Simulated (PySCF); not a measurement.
Harmonic spectrum computed at PBE0 in the def2-TZVP basis family (core potentials from Rb on, PySCF, no spin–orbit coupling):

| symmetry | ω (cm⁻¹) | IR (km/mol) |
| --- | --- | --- |
| a' | 174 | 9.0 |
| a'' | 459 | 85.7 |
| a' | 555 | 155 |
| a' | 714 | 96.3 |
| a' | 1027 | 224 |
| a' | 3938 | 202 |

Task: Which molecule gave it? In each, all ligands are bound to the one heavy central atom.
A. MoO(OH) (quartet)
B. HfO(OH) (doublet)
C. WO(OH) (quartet)
D. RuO(OH) (doublet)
E. NO(OH) (singlet)

Result: A. It has Cs symmetry with Mo–O 1.675 Å, Mo–O 1.887 Å, O–H 0.957 Å.
